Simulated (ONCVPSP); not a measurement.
## Plane-wave convergence, ONCV potential for Tc (Z = 43)

- Element: technetium
- Generator: ONCVPSP 4.0.1
- Type: optimised norm-conserving Vanderbilt (ONCV)
- Functional: PBE
- Relativity: non-relativistic
- Frozen core: [Ar] 3d10 4s2
- Valence charge: 13
- Reference configuration: 4p6 4d5 5s1.75 5p0.25
- Partial waves: 5s: rc 2.95 bohr, ncon 4, nbas 8, qcut 2.4 1/bohr, 2 projectors, debl 1.8 Ha; 4p+5p: rc 1.70 bohr, ncon 3, nbas 7, qcut 6.9 1/bohr, 2 projectors; 4d: rc 1.70 bohr, ncon 4, nbas 8, qcut 8.1 1/bohr, local; f scattering state at 0.18 Ha: rc 2.75 bohr, ncon 4, nbas 7, qcut 4.7 1/bohr, 2 projectors, debl 3.6 Ha
- Local potential: the d channel
- Core correction: Teter function, fcfact 2.25, rcfact 1.05

Problem. For each optimised wave give the share of its norm inside rc, the residual kinetic energy above qcut (Ha) and the cutoffs (Ha) for errors of 10, 1, 0.1 and 0.01 mHa per electron.

Solution.

```csv
wave,norm inside rc,residual KE,10 mHa,1 mHa,0.1 mHa,0.01 mHa
5s,0.412,6.1e-04,1.6,2.7,10.1,19.0
s projector 2,0.189,8.7e-02,5.3,19.3,25.5,29.1
4p,0.886,1.8e-06,10.3,13.0,15.4,17.3
5p,0.022,8.1e-07,6.7,10.0,12.6,14.9
4d,0.596,1.6e-06,17.0,22.3,26.6,30.2
f projector 1,0.009,9.6e-07,0.7,2.9,6.4,8.9
f projector 2,0.263,1.2e-01,29.2,35.1,45.2,66.5
```

The occupied waves need 22 Ha and 27 Ha for 1 and 0.1 mHa. Rows with under 1 % of the norm inside rc give no meaningful cutoff. Note: ghosts flagged at negative energy: s at -41.9 eV; no localised positive-energy state flagged. A true bound ghost makes a file unfit for plane-wave use.
